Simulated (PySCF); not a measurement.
C$_{2}$H$_{2}$N$_{3}$, doublet, geometry from GFN2-xTB; PBE0/STO-3G, frequencies (PySCF).

Input for PySCF:
```python
from pyscf import gto, scf, dft
from pyscf.hessian import thermo

mol = gto.M(
    atom='''
C     1.15188278   -0.06156896   -0.13420130
N     0.40242984   -1.12372919   -0.11520029
N    -0.83283926   -0.59741909    0.05724411
C    -0.73107487    0.74712531    0.12905902
N     0.52755715    1.10215052    0.00859466
H    -1.64627259   -1.19321220    0.11239238
H    -1.55860895    1.41285845    0.26399194
''',
    basis='sto-3g',
    spin=1,
    verbose=3,
)

mf = dft.UKS(mol)
mf.xc = 'pbe0'
mf.kernel()
hess = mf.Hessian().kernel()
freq = thermo.harmonic_analysis(mf.mol, hess)
print('frequencies / cm-1', freq['freq_wavenumber'].round(1))
th = thermo.thermo(mf, freq['freq_au'], 298.15, 101325)
thermo.dump_thermo(mf.mol, th)
```

It wrote (shortened):

```
converged SCF energy = -238.176438408748  <S^2> = 0.75903461  2S+1 = 2.0090143
frequencies / cm-1 [   0. +336.9j  538.8  +0.j   586.6  +0.j   712.9  +0.j   923.7  +0.j
 1006.4  +0.j  1135.8  +0.j  1160.   +0.j  1411.7  +0.j  1493.5  +0.j
 1587.4  +0.j  1629.7  +0.j  1709.9  +0.j  3776.5  +0.j  4187.8  +0.j ]
temperature 298.1500 [K]
pressure 101325.00 [Pa]
Rotational constants [GHz] 11.56183 10.06983 5.38219
Symmetry number 1
Zero-point energy (ZPE) 0.04980 [Eh]   130755.354 [J/mol]
                           tot       elec      trans        rot        vib
Entropy [J/mol/K]       273.653      5.763    161.381     99.388      7.121
Cv [J/mol/K]             44.471      0.000     12.472     12.472     19.528
Cp [J/mol/K]             52.785      0.000     20.786     12.472     19.528
Internal energy [J/mol]                      3718.434   3718.434 132380.601
Internal energy [Eh]   -238.12318  -238.17644
Enthalpy [J/mol]                             6197.391   3718.434 132380.601
Enthalpy [Eh]          -238.12224
Gibbs free energy [J/mol]                  -41918.363 -25914.150 130257.516
Gibbs free energy [Eh] -238.15332
```
